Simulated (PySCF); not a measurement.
**W³⁺: interval between two levels**

W³⁺ [Xe] 4f14 5d3 [4F9/2, M_J = 9/2] → W³⁺ [Xe] 4f14 5d2 6s1 [4F9/2, M_J = 9/2], as a difference of total energies. Calculation: PySCF 2.14, in x2c-SVPall-2c with one added diffuse shell each of s, d type (8s9p10d2f, 99 functions); the two-component X2C-1e Hamiltonian. "Screened" scales the spin-orbit matrix elements by Boettger's factors to mimic the two-electron term; Breit and QED terms are absent.

```tsv
method	interval between two levels (cm⁻¹)
GHF (spin-free)	37550
GHF (screened spin-orbit)	39295
```

The labels give the starting determinants; with spin-orbit coupling the two ends relaxed to ⟨J²⟩ = 24.76, ⟨L²⟩ = 14.01, ⟨S²⟩ = 3.20 and ⟨J²⟩ = 24.76, ⟨L²⟩ = 12.46, ⟨S²⟩ = 3.72.
